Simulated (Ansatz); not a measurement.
Mo(NH)2(OH)2 (MoN2O2H4). Charge 0, multiplicity 1. Geometry B3LYP-D4/def2-SVP.

```xyz
9

Mo   -0.0653    0.0175   -0.0928
N     0.9031   -1.3991    0.1631
H     1.5585   -2.0037    0.6551
N     0.0756    1.1346    1.2270
H     0.4021    1.4745    2.1298
O    -1.8940   -0.4853   -0.2143
H    -2.1301   -1.3956   -0.4377
O     0.5567    0.8464   -1.6858
H     0.5933    1.8106   -1.7445
```

In the def2 sets Mo takes a core potential; there is no spin–orbit coupling. LC-ωPBE has ω = 0.4 bohr⁻¹. The restricted singlet is unstable towards broken spin symmetry in Hartree–Fock (as tested in another run); at PBE-D4/def2-SVP, PBE-D4/def2-TZVPD, r2SCAN-D4/def2-TZVPD, PBE0-D4/def2-TZVP and others this wasn't settled.

(1) Estimate the orbital energies around the gap (eV) in Ansatz with PBE-D4/def2-SVP, PBE-D4/def2-TZVPD, r2SCAN-D4/def2-TZVPD, PBE0-D4/def2-TZVP, LC-ωPBE/def2-TZVP.

## Answers

(1) 
```json
{"orbital": "HOMO−13", "PBE-D4/def2-SVP": "-18.95", "PBE-D4/def2-TZVPD": "-19.39", "r2SCAN-D4/def2-TZVPD": "-20.47", "PBE0-D4/def2-TZVP": "-22.03", "LC-ωPBE/def2-TZVP": "-25.16"}
{"orbital": "HOMO−12", "PBE-D4/def2-SVP": "-18.78", "PBE-D4/def2-TZVPD": "-19.23", "r2SCAN-D4/def2-TZVPD": "-20.30", "PBE0-D4/def2-TZVP": "-21.83", "LC-ωPBE/def2-TZVP": "-24.90"}
{"orbital": "HOMO−11", "PBE-D4/def2-SVP": "-12.10", "PBE-D4/def2-TZVPD": "-12.34", "r2SCAN-D4/def2-TZVPD": "-12.79", "PBE0-D4/def2-TZVP": "-14.10", "LC-ωPBE/def2-TZVP": "-17.11"}
{"orbital": "HOMO−10", "PBE-D4/def2-SVP": "-12.10", "PBE-D4/def2-TZVPD": "-12.34", "r2SCAN-D4/def2-TZVPD": "-12.78", "PBE0-D4/def2-TZVP": "-14.10", "LC-ωPBE/def2-TZVP": "-17.10"}
{"orbital": "HOMO−9", "PBE-D4/def2-SVP": "-11.36", "PBE-D4/def2-TZVPD": "-11.55", "r2SCAN-D4/def2-TZVPD": "-11.99", "PBE0-D4/def2-TZVP": "-13.32", "LC-ωPBE/def2-TZVP": "-16.31"}
{"orbital": "HOMO−8", "PBE-D4/def2-SVP": "-11.03", "PBE-D4/def2-TZVPD": "-11.21", "r2SCAN-D4/def2-TZVPD": "-11.66", "PBE0-D4/def2-TZVP": "-12.97", "LC-ωPBE/def2-TZVP": "-15.90"}
{"orbital": "HOMO−7", "PBE-D4/def2-SVP": "-8.97", "PBE-D4/def2-TZVPD": "-9.23", "r2SCAN-D4/def2-TZVPD": "-9.58", "PBE0-D4/def2-TZVP": "-10.88", "LC-ωPBE/def2-TZVP": "-13.96"}
{"orbital": "HOMO−6", "PBE-D4/def2-SVP": "-8.72", "PBE-D4/def2-TZVPD": "-8.98", "r2SCAN-D4/def2-TZVPD": "-9.32", "PBE0-D4/def2-TZVP": "-10.62", "LC-ωPBE/def2-TZVP": "-13.70"}
{"orbital": "HOMO−5", "PBE-D4/def2-SVP": "-8.55", "PBE-D4/def2-TZVPD": "-8.87", "r2SCAN-D4/def2-TZVPD": "-9.25", "PBE0-D4/def2-TZVP": "-10.53", "LC-ωPBE/def2-TZVP": "-13.51"}
{"orbital": "HOMO−4", "PBE-D4/def2-SVP": "-7.36", "PBE-D4/def2-TZVPD": "-7.68", "r2SCAN-D4/def2-TZVPD": "-8.02", "PBE0-D4/def2-TZVP": "-9.22", "LC-ωPBE/def2-TZVP": "-12.11"}
{"orbital": "HOMO−3", "PBE-D4/def2-SVP": "-7.22", "PBE-D4/def2-TZVPD": "-7.46", "r2SCAN-D4/def2-TZVPD": "-7.74", "PBE0-D4/def2-TZVP": "-8.86", "LC-ωPBE/def2-TZVP": "-11.71"}
{"orbital": "HOMO−2", "PBE-D4/def2-SVP": "-6.76", "PBE-D4/def2-TZVPD": "-7.06", "r2SCAN-D4/def2-TZVPD": "-7.36", "PBE0-D4/def2-TZVP": "-8.49", "LC-ωPBE/def2-TZVP": "-11.34"}
{"orbital": "HOMO−1", "PBE-D4/def2-SVP": "-6.48", "PBE-D4/def2-TZVPD": "-6.73", "r2SCAN-D4/def2-TZVPD": "-6.98", "PBE0-D4/def2-TZVP": "-8.01", "LC-ωPBE/def2-TZVP": "-10.72"}
{"orbital": "HOMO", "PBE-D4/def2-SVP": "-6.13", "PBE-D4/def2-TZVPD": "-6.41", "r2SCAN-D4/def2-TZVPD": "-6.68", "PBE0-D4/def2-TZVP": "-7.71", "LC-ωPBE/def2-TZVP": "-10.41"}
{"orbital": "LUMO", "PBE-D4/def2-SVP": "-1.81", "PBE-D4/def2-TZVPD": "-2.20", "r2SCAN-D4/def2-TZVPD": "-2.11", "PBE0-D4/def2-TZVP": "-1.33", "LC-ωPBE/def2-TZVP": "0.86"}
{"orbital": "LUMO+1", "PBE-D4/def2-SVP": "-1.67", "PBE-D4/def2-TZVPD": "-2.06", "r2SCAN-D4/def2-TZVPD": "-1.95", "PBE0-D4/def2-TZVP": "-1.18", "LC-ωPBE/def2-TZVP": "1.02"}
{"orbital": "LUMO+2", "PBE-D4/def2-SVP": "-1.02", "PBE-D4/def2-TZVPD": "-1.34", "r2SCAN-D4/def2-TZVPD": "-1.13", "PBE0-D4/def2-TZVP": "-0.43", "LC-ωPBE/def2-TZVP": "1.66"}
{"orbital": "LUMO+3", "PBE-D4/def2-SVP": "-0.78", "PBE-D4/def2-TZVPD": "-1.16", "r2SCAN-D4/def2-TZVPD": "-0.93", "PBE0-D4/def2-TZVP": "-0.20", "LC-ωPBE/def2-TZVP": "1.87"}
{"orbital": "LUMO+4", "PBE-D4/def2-SVP": "-0.29", "PBE-D4/def2-TZVPD": "-0.78", "r2SCAN-D4/def2-TZVPD": "-0.28", "PBE0-D4/def2-TZVP": "0.17", "LC-ωPBE/def2-TZVP": "2.03"}
{"orbital": "LUMO+5", "PBE-D4/def2-SVP": "-0.12", "PBE-D4/def2-TZVPD": "-0.53", "r2SCAN-D4/def2-TZVPD": "-0.19", "PBE0-D4/def2-TZVP": "0.40", "LC-ωPBE/def2-TZVP": "2.46"}
```
